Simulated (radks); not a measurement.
The mean radii <r> (bohr) of the occupied orbitals of an atom or ion are listed with their occupations. Method: non-relativistic Kohn-Sham, PBEsol, spin-polarised, spherical densities, point nucleus; computed with a radial shooting solver on a logarithmic mesh with Libxc functionals.

orbital  occ.      <r>
1s up       1  0.09741
1s down     1  0.09740
2s up       1   0.4813
2s down     1   0.4810
2p up       3   0.4428
2p down     3   0.4425
3s up       1    1.579
3s down     1    1.586
3p up       2    1.753

Name the element and its charge. Open shells, if any, are filled with parallel spins first.

Answer. Z = 16, sulfur, charge +2: S2+ in [Ne] 3s2 3p2. The 1s radius gives Z: for a bare nucleus <r> = 1.5/Z, 0.09375 bohr for Z = 16, and screening makes it slightly larger (0.09741 here). The occupations add up to 14, and the charge is Z minus that.
